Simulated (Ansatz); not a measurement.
Cost and result for the atomization energy of BFGaH₃SSe (`[F][GaH][B](S)[SeH]`) (8 atoms, 7 bonds).

Charge 0, multiplicity 1. Correlated methods include outer-core shells of Ga, Se, which these sets cover unevenly. Scalar relativity is left out up to krypton. Geometry: relaxed with PBE0-D4/def2-TZVP. It is one conformer, not always the lowest. Program: Ansatz. All runs use 4 threads of an AMD EPYC 9R45 on a shared host. Times are those of one run each, without the atoms' runs, and a repeat can differ threefold. Electronic energies, without spin–orbit coupling; frozen cores. CCSD(T)/CBS adds CCSD(T) − MP2 in def2-TZVPP to the MP2 limit, and its time is that of the two runs behind it. T1 = 0.014. With those shells the extrapolation isn't a true limit. B3LYP takes the VWN-RPA correlation (the form of Gaussian; ORCA's B3LYP/G).

CCSD(T)/CBS is a level of theory with its own doubt, some kJ/mol a heavy atom from the limit and from the frozen cores, so smaller differences don't rank the functionals.

```
                            level  functions  wall time
           LDA (SPW92)/def2-TZVPP        242      0.6 s
               BLYP-D4/def2-TZVPP        242     0.95 s
  PBE-D4/def2-TZVPP (with forces)        242      1.1 s
              BHLYP-D4/def2-TZVPP        242      1.7 s
          CAM-B3LYP-D4/def2-TZVPP        242      1.9 s
B3LYP-D4/def2-TZVPP (with forces)        242      2.4 s
                B2PLYP/def2-TZVPP        242      2.6 s
                B97M-V/def2-TZVPP        242        3 s
                 CCSD(T)/def2-SVP        125      4.6 s
 ωB97M-V/def2-TZVPP (with forces)        242      5.5 s
                   MP2/def2-QZVPP        452      9.5 s
               CCSD(T)/def2-TZVPP        242       77 s
                CCSD(T)/CBS(def2)          –       87 s
```

(1) What atomization energy does each give, and how far from CCSD(T)/CBS? (Estimate.)

## Answers

(1) Ansatz gave: 
```
                            level  atomization (kcal/mol)  difference from CCSD(T)/CBS  per bond
           LDA (SPW92)/def2-TZVPP                   680.2                         97.7      14.0
               BLYP-D4/def2-TZVPP                   576.1                         -6.4      -0.9
  PBE-D4/def2-TZVPP (with forces)                   595.1                         12.6       1.8
              BHLYP-D4/def2-TZVPP                   557.1                        -25.4      -3.6
          CAM-B3LYP-D4/def2-TZVPP                   577.6                         -4.9      -0.7
B3LYP-D4/def2-TZVPP (with forces)                   575.2                         -7.3      -1.0
                B2PLYP/def2-TZVPP                   570.7                        -11.8      -1.7
                B97M-V/def2-TZVPP                   588.4                          5.9       0.8
                 CCSD(T)/def2-SVP                   543.7                        -38.8      -5.5
 ωB97M-V/def2-TZVPP (with forces)                   579.6                         -2.9      -0.4
                   MP2/def2-QZVPP                   592.3                          9.8       1.4
               CCSD(T)/def2-TZVPP                   567.2                        -15.3      -2.2
                CCSD(T)/CBS(def2)                   582.5                          0.0       0.0
```

Leaving LDA and LC-ωPBE aside and taking each functional with its dispersion term where it has one, the values spread over 38.0 kcal/mol, from BHLYP-D4 to PBE-D4. LDA lies +91.0 kcal/mol from PBE without D4, its usual overbinding. From PBE to PBE0 (25 % exact exchange), in def2-TZVPP and without D4, the atomization energy moves by −12.6 kcal/mol: exact exchange takes away binding that semilocal exchange gives to molecules. The D4 term adds +9.9 kcal/mol with B3LYP and +5.1 kcal/mol with PBE0; it sums over pairs of atoms, weighted by their polarisabilities, and B3LYP, whose exchange is more repulsive, gets the larger term.

For some Ge, Se and Sn compounds the MP2-based and the directly extrapolated limit differ by 10 to 25 kJ/mol.
